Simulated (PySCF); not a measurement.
Level of theory: B3LYP-D3(BJ)/def2-TZVP // TPSS-D3(BJ)/def2-SVP (PySCF). All species are isolated molecules in the gas phase. One relaxed conformer stands for a flexible species; it need not be the lowest. B3LYP has the VWN-RPA correlation part, as in Gaussian. 

Reference species: [Cd(OH)(F)] (neutral, multiplicity 1).

```
Item                                    Value
-------------------------------------  ------
charge on the central atom (Mulliken)  0.97 e
coordination number                         2
```

Changed species: [Cd(OH)(Cl)] (Y = Cl; the reference has Y = F).

Problem. Give the shifts of the charge on the central atom (Mulliken) and coordination number.

Solution. the charge on the central atom (Mulliken) falls by 0.13 e, to 0.84 e; the coordination number stays essentially unchanged.
